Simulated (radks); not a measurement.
Results of a calculation; reference values are marked as such.
All-electron atom: In in [Kr] 4d10 5s2 5p1. Level of theory: Dirac Kohn-Sham, LDA (Slater exchange, Perdew-Wang correlation), spin-unpolarised, spherical densities, point nucleus; open shells fill j = l - 1/2 first (a radial shooting solver on a logarithmic mesh with Libxc functionals).

Unscreened Slater integrals over Kohn-Sham orbitals (cm^-1). Large and small components are both included. Empty in this configuration: 5p3/2.

integral          value
F0(5p1/2,5p1/2)   55895
F0(5p1/2,5s1/2)   63727
G1(5p1/2,5s1/2)   39221
F0(5p1/2,4d5/2)   72660
G3(5p1/2,4d5/2)  5370.6
F0(5p1/2,4d3/2)   72746
G1(5p1/2,4d3/2)  6364.5
F0(5p1/2,5p3/2)   54478
G2(5p1/2,5p3/2)   27760
F0(5s1/2,5s1/2)   76321
F0(5s1/2,4d5/2)   94693
G2(5s1/2,4d5/2)   13681
F0(5s1/2,4d3/2)   94882
G2(5s1/2,4d3/2)   13165
F0(5s1/2,5p3/2)   61598
G1(5s1/2,5p3/2)   36247
F0(4d5/2,4d5/2)  167380
F2(4d5/2,4d5/2)   82754
F4(4d5/2,4d5/2)   54032
F0(4d5/2,4d3/2)  168580
F2(4d5/2,4d3/2)   83366
G2(4d5/2,4d3/2)   83311
G4(4d5/2,4d3/2)   54416
F0(4d5/2,5p3/2)   69393
F2(4d5/2,5p3/2)   15395
G1(4d5/2,5p3/2)  5564.1
G3(4d5/2,5p3/2)  4563.3
F0(4d3/2,4d3/2)  169810
F2(4d3/2,4d3/2)   84012
F0(4d3/2,5p3/2)   69469
F2(4d3/2,5p3/2)   15137
G1(4d3/2,5p3/2)  5283.7
G3(4d3/2,5p3/2)  4382.7
F0(5p3/2,5p3/2)   53172
F2(5p3/2,5p3/2)   27173
